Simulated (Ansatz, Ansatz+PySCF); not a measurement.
```xyz
4

O     0.0000    0.0000   -0.3906
H     0.0000    0.0000    3.1246
N    30.0000    0.0000   -0.1308
H    30.0000    0.0000    0.9159
```

Basis set: 6-31G (spherical functions). Frozen core: 2 orbitals. Charge 0, multiplicity 4.

Computed with Ansatz (development build ahead of 0.2.0); each method stands on the lowest determinant of its kind that the runs found.

Problem. Give the atomization energy at this shape (free ground-state atoms in the same class of orbitals less the molecule, no zero-point energy) of quartet H2NO in separate pieces by UHF-CCSD(T), UHF-MP2, UHF.

Solution.

```csv
method,atomization energy
UHF-CCSD(T),249.4 kJ/mol
UHF-MP2,233.6 kJ/mol
UHF,156.5 kJ/mol
```

Caution: the shape is not the minimum; the unrestricted determinant is a mixture of spin states.

This basis has no polarisation functions and is too small for such energies, which can lie far from measured ones in either direction.
